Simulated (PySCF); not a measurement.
# NaI and its ions

M06-2X; PySCF, scalar-relativistic core potentials, basis sets Na aug-cc-pVDZ, I aug-cc-pVDZ-PP with ECP28. Neutral (UKS): singlet (closed shell), Re = 2.723 Å, ωe = 256 cm⁻¹, De = 3.21 eV, HOMO -6.94 eV, LUMO -1.71 eV.

NaI⁻ (UKS): doublet (σ ↑), Re = 2.923 Å, ωe = 172 cm⁻¹, De = 0.90 eV to Na + I⁻. The energies at the minima are -457.96225 hartree for NaI and -457.99242 for NaI⁻.

Problem. Work out the adiabatic electron affinity, without and with harmonic zero-point energies (1 hartree = 27.2114 eV, 1 eV = 8065.5 cm⁻¹), and the change of the bond length.

Solution. At M06-2X: 0.03017 hartree = 0.821 eV between the minima; the zero-point term (256.0 − 172.0)/2 cm⁻¹ = +0.005 eV makes it 0.826 eV. Re changes by +20.0 pm against the neutral. The electron enters a σ orbital; in so polar a molecule the change of length follows mostly from the change of the ionic charges.

Spin–orbit coupling is left out, which matters for elements this heavy, above all for dissociation energies. For an ion De counts to the pair picked by the measured ionisation energies or electron affinities, which need not be the lowest pair at this level. States were picked by a PBE0 search and need not be the measured ground states.
